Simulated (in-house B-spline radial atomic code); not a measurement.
Computed with a B-spline radial atomic code. Model: two electrons, singlet ground state, non-relativistic, full CI in B-splines with partial waves to l = 8 (at full coupling up to 3e-4 hartree above the limit, correlation up to 0.6 % small), density held at that of full coupling by Lieb maximisation.

Along the adiabatic connection the electron repulsion is scaled by a coupling λ while a local potential keeps the density fixed. At λ = 0 the system is the Kohn-Sham one and W equals the exchange energy; the exchange-correlation energy is the area under W between 0 and 1. The kinetic energy rises with λ as the electrons avoid each other, with dT/dλ = −λ dW/dλ.

Command:
```bash
python run_ac.py task.json out
```
Settings (lengths in bohr, energies in hartree):
```
potential              coulomb
strength               2.13
lmax                   8
wall_radius            0.477
```

Run time, properties included: 2.9 s on 1 thread of Intel(R) Xeon(R) Processor @ 2.30GHz, with other jobs on the host.

**W = mean repulsion less Hartree energy, and W of three functionals.**

Given: confinement point charge; nuclear charge 2.13; hard wall radius 0.477 bohr; external potential -Z/r.

Computed: LDA exchange minus exact 558.86 millihartree; SCAN exchange minus exact -7.5215 millihartree.

```csv
coupling,W xc (hartree),W xc minus exchange (millihartree),kinetic minus Kohn-Sham (millihartree),LDA (PW92) W minus its exchange (millihartree),PBE W minus its exchange (millihartree),SCAN W minus its exchange (millihartree)
0,-3.9672,0,0,0,0,0
0.02,-3.9693,-2.062,0,-15.39,-3.28,-1.95
0.05,?,?,?,?,?,?
0.12,-3.9795,-12.293,0.7,-66.24,-19.47,-11.53
0.25,-3.9926,-25.403,3.2,-116.43,-39.94,-23.69
0.4,-4.0075,-40.269,8,-164.86,-62.71,-37.38
0.6,-4.0269,-59.664,17.7,-220.41,-91.76,-55.16
0.8,-4.0458,-78.587,30.9,-269.2,-119.44,-72.44
1,?,?,?,?,?,?
1.4,-4.0999,-132.65,90.2,-390.94,-195.58,-121.71
2,-4.1502,-182.94,175.5,-489.84,-263.39,-167.62
3,-4.2265,-259.25,365.5,-624.72,-362.46,-237.81
4.5,-4.3259,-358.64,736.1,-784.25,-487.26,-330.9
7,-4.46,-492.73,1500,-984.34,-652.61,-460.88
10,-4.5833,-616.1,2540.2,-1161.9,-805.54,-586.23
```

**Question.** What belongs in the row 0.05?

**Answer.** W xc (hartree): -3.9724; W xc minus exchange (millihartree): -5.145; kinetic minus Kohn-Sham (millihartree): 0.1; LDA (PW92) W minus its exchange (millihartree): -32.88; PBE W minus its exchange (millihartree): -8.17; SCAN W minus its exchange (millihartree): -4.85.

**Question.** What belongs in the row 1?

**Answer.** W xc (hartree): -4.0643; W xc minus exchange (millihartree): -97.05; kinetic minus Kohn-Sham (millihartree): 47.5; LDA (PW92) W minus its exchange (millihartree): -313.21; PBE W minus its exchange (millihartree): -145.89; SCAN W minus its exchange (millihartree): -89.28.

**Question.** What is the PBE exchange minus exact?

**Answer.** 178.8 millihartree.

**Energy parts, natural occupations and partial-wave weights.**

Computed: total energy 24.4259 hartree; exchange energy -3.9672 hartree; correlation energy -0.049534 hartree; kinetic part of the DFT correlation energy 0.047516 hartree; kinetic part over minus potential part 0.4896; Hartree energy 7.9345 hartree; Lieb Oxford ratio E_xc over LDA exchange 1.1785.

```
natural  occupation of the shell (electrons)
      s                               1.9986
      p                                    ?
      d                           6.5233e-05
      s                           5.8664e-05
      p                           1.0075e-05
      f                           9.0561e-06
```

**Question.** What belongs in the row p?

**Answer.** occupation of the shell (electrons): 0.0012571.

| wave | weight |
| --- | --- |
| s | 0.99933 |
| p | ? |
| d | 3.386e-05 |
| f | 4.8873e-06 |
| g | 1.1502e-06 |

**Question.** What belongs in the row p?

**Answer.** weight: 0.00063384.

**Question.** What is the initial slope twice GL2?

**Answer.** -0.10321 hartree.

**Question.** What is the Kohn-Sham kinetic?

**Answer.** 44.345 hartree.

Half-way to full coupling W has made 51 % of its drop, against 50 % for a straight line, and second-order (GL2) theory, half the initial slope, overshoots the correlation energy by about 4 %: correlation is weak here. Over couplings 0 to 1 the errors in E_xc come to about +425 millihartree for LDA, +152 millihartree for PBE, -3.8 millihartree for SCAN, so SCAN is nearest. In LDA and PBE and SCAN the errors of exchange and correlation have opposite signs, so the sum is smaller than the larger of the two.
